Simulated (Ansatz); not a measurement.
Total energies of C₂H₂ClGa, SMILES `C#[C][GaH][Cl]`.

```xyz
6

C    -0.448    1.218   -1.373
C    -0.139    0.402   -0.538
Ga    0.359   -0.900    0.753
Cl   -0.094   -0.401    2.784
H    -0.723    1.941   -2.107
H     1.046   -2.260    0.480
```

The species carries charge 0 and has multiplicity 1. Correlated methods include outer-core shells of Ga, which these sets cover unevenly. Scalar relativity is left out up to krypton. The geometry is a stationary point of PBE0-D4/def2-TZVP. Basis def2-TZVPP, Ansatz.

RPA on PBE orbitals: Hartree–Fock energy of these orbitals -2459.63340 Eh, correlation -1.12203 Eh (frozen core).

```csv
functional,energy without D4 (Eh),D4 term (kJ/mol)
LDA (SPW92),-2457.25520,–
BLYP,-2462.53763,-28.1
r2SCAN,-2462.40875,-3.0
B97M-V,-2462.01378,–
B3LYP,-2462.56596,-21.5
r2SCAN0,-2462.36870,-3.7
HSE06 (plane-wave form),-2461.98079,-10.6
CAM-B3LYP,-2462.58586,-11.6
ωB97X-V,-2462.22775,–
B2PLYP,-2461.94008,–
```

(1) Give the same for PBE, revPBE, PBE0, r2SCANh, BHLYP, LC-ωPBE, ωB97M-V, PBE-QIDH. (An estimate is asked.)

B3LYP takes the VWN-RPA correlation (the form of Gaussian; ORCA's B3LYP/G). HSE06 is the plane-wave form, built on full-range PBE exchange. The double hybrids freeze the cores in their second-order part.

Results:

(1) The calculation gave: 
```json
{"functional": "PBE", "energy without D4 (Eh)": "-2461.91163", "D4 term (kJ/mol)": "-13.1"}
{"functional": "revPBE", "energy without D4 (Eh)": "-2462.25030", "D4 term (kJ/mol)": "-33.8"}
{"functional": "PBE0", "energy without D4 (Eh)": "-2461.99337", "D4 term (kJ/mol)": "-11.2"}
{"functional": "r2SCANh", "energy without D4 (Eh)": "-2462.39218", "D4 term (kJ/mol)": "-3.3"}
{"functional": "BHLYP", "energy without D4 (Eh)": "-2462.42610", "D4 term (kJ/mol)": "-18.9"}
{"functional": "LC-ωPBE", "energy without D4 (Eh)": "-2462.05532", "D4 term (kJ/mol)": "–"}
{"functional": "ωB97M-V", "energy without D4 (Eh)": "-2462.34303", "D4 term (kJ/mol)": "–"}
{"functional": "PBE-QIDH", "energy without D4 (Eh)": "-2461.56262", "D4 term (kJ/mol)": "–"}
```

LC-ωPBE has ω = 0.4 bohr⁻¹.
